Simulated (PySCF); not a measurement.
**Fractional electron number in Pt+ (platinum, charge +1)**

The 5d beta orbital of [Xe] 4f14 5d9 is emptied in steps (occupation f), with all orbitals relaxed, ending at [Xe] 4f14 5d8. All numbers are calculated (PySCF 2.14, a scalar-relativistic core potential, in def2-TZVPPD with the def2 core potential (60 electrons)). The exact energy is a straight line in f; departures are measured from the line between the end points of the same method.

```json
{"f": "1", "LDA (eV)": "0.000", "PBE (eV)": "0.000"}
{"f": "0.9", "LDA (eV)": "-0.477", "PBE (eV)": "-0.449"}
{"f": "0.7", "LDA (eV)": "-1.133", "PBE (eV)": "-1.076"}
{"f": "0.5", "LDA (eV)": "-1.366", "PBE (eV)": "-1.302"}
{"f": "0.3", "LDA (eV)": "-1.159", "PBE (eV)": "-1.107"}
{"f": "0.1", "LDA (eV)": "-0.500", "PBE (eV)": "-0.479"}
{"f": "0", "LDA (eV)": "0.000", "PBE (eV)": "0.000"}
```

```csv
method,E(f=0) − E(f=1) (eV),−ε at f=1 (eV),−ε at f=0.5 (eV)
LDA,19.594,14.369,19.519
PBE,19.155,14.256,19.066
```

Orbital energy along the path (eV):

```
  f      LDA      PBE
  1  -14.369  -14.256
0.9  -15.301  -15.091
0.7  -17.351  -16.993
0.5  -19.519  -19.066
0.3  -21.751  -21.208
0.1  -24.025  -23.389
  0  -25.173  -24.494
```

Reference removal energy between the ground levels: 18.56 ± 0.12 eV (measured; NIST Atomic Spectra Database, ionization energies). The calculation has no spin-orbit coupling. The determinant left behind need not be the lowest term of the ion.
